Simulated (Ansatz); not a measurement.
The cluster Pd2Au4, 6 atoms. Hardware: 4 threads of Intel Xeon 6975P-C on a shared host.

In the def2 sets Au, Pd take a core potential; there is no spin–orbit coupling. Correlated methods freeze no core orbitals; core or outer-core shells of Pd, Au are correlated, in sets that lack core-valence functions.

Q: How many basis functions does each of these Ansatz runs have, and roughly what does it cost? PBE-D4/def2-SVP, charge 0 singlet, energy, from earlier orbitals; B3LYP-D4/def2-SVP, charge 0 singlet, relaxation, 4 steps; PBE0-D4/def2-TZVP, charge 0 singlet, energy, from earlier orbitals; PBE-D4/def2-TZVP, charge 0 singlet, energy and forces, from earlier orbitals; PBE0-D4/def2-SVP, charge 0 singlet, energy, from earlier orbitals; RPA@PBE/def2-TZVP, charge 0 singlet, energy, from earlier orbitals; r2SCAN-D4/def2-TZVP, charge 0 singlet, energy, from earlier orbitals; ωB97X-V/def2-TZVP, charge 0 singlet, energy, from earlier orbitals; MP2/def2-TZVP, charge 0 singlet, energy, from earlier orbitals; revPBE-D4/def2-TZVP, charge 0 singlet, energy, from earlier orbitals; PBE-D4/def2-SVP, charge 0 singlet, energy with a search over starts; BHLYP-D4/def2-TZVP, charge 0 singlet, energy, from earlier orbitals.

A: Other jobs shared the machine, so times can vary by a factor of up to 3. A dash marks memory too small to be measured apart from the calling script's.

```csv
run,functions,fitting or Cholesky vectors,wall time,peak host memory (GiB)
"PBE-D4/def2-SVP, charge 0 singlet, energy, from earlier orbitals",190,1848,2.4 s,–
"revPBE-D4/def2-TZVP, charge 0 singlet, energy, from earlier orbitals",240,2150,3 s,–
"PBE-D4/def2-TZVP, charge 0 singlet, energy and forces, from earlier orbitals",240,2150,3.5 s,–
"PBE0-D4/def2-SVP, charge 0 singlet, energy, from earlier orbitals",190,1968,4.2 s,0.72
"r2SCAN-D4/def2-TZVP, charge 0 singlet, energy, from earlier orbitals",240,2150,5.5 s,0.56
"PBE0-D4/def2-TZVP, charge 0 singlet, energy, from earlier orbitals",240,2454,6 s,1.3
"PBE-D4/def2-SVP, charge 0 singlet, energy with a search over starts",190,1848,9 s,–
"BHLYP-D4/def2-TZVP, charge 0 singlet, energy, from earlier orbitals",240,2786,18 s,1.8
"B3LYP-D4/def2-SVP, charge 0 singlet, relaxation, 4 steps",190,2240,20 s,0.78
"MP2/def2-TZVP, charge 0 singlet, energy, from earlier orbitals",240,2284,33 s,1.7
"RPA@PBE/def2-TZVP, charge 0 singlet, energy, from earlier orbitals",240,2284,40 s,1.8
"ωB97X-V/def2-TZVP, charge 0 singlet, energy, from earlier orbitals",240,2162,51 s,1.4
```
